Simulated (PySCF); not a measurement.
A geometry optimisation on `[K][K]`.

Computed with CAM-B3LYP/def2-TZVP geometry optimisation, gas phase (PySCF 2.14.0). Start geometry: GFN2-xTB. A driver script takes a list of jobs; this job's settings line and coordinates (Å) are shown.

Input:
```
{"job": {"xc": "CAM-B3LYP", "basis": "def2-TZVP", "grid": 1, "kind": "geom"}, "charge": 0, "multiplicity": 1}
K      1.696469    -0.002568    -0.003230
K     -1.693712     0.003836    -0.010919
```

Output:
```
step   0  E = -1199.87400337  max force = 0.009519
step   1  E = -1199.87667985  max force = 0.005459
step   2  E = -1199.87777369  max force = 0.003025
step   3  E = -1199.87833590  max force = 0.000500
step   4  E = -1199.87835587  max force = 0.000064
step   5  E = -1199.87835646  max force = 0.000001
optimisation converged
```

Energies in Eh; «max force» is the largest Cartesian gradient component in Eh/bohr.

Q: How much energy does the optimisation release, in kJ/mol?

A: E(step 0) − E(last step) = 0.004353 Eh, which is 11.4 kJ/mol.

Q: Give the first gradient maximum in eV/Å.

A: With 1 Eh/bohr = 51.422 eV/Å, 0.489 eV/Å.

Summary of the converged run: final energy -1199.87836 Eh after 5 steps; dipole 0.00 D.

On one thread, Arm Neoverse V1 (aarch64), no GPU, shared host with 32 logical CPUs at a one-minute load of 11, this took 5.5 s and 0.36 GiB of memory at its peak.
Labels such as C1 count atoms from 1, the log's own numbers from 0.
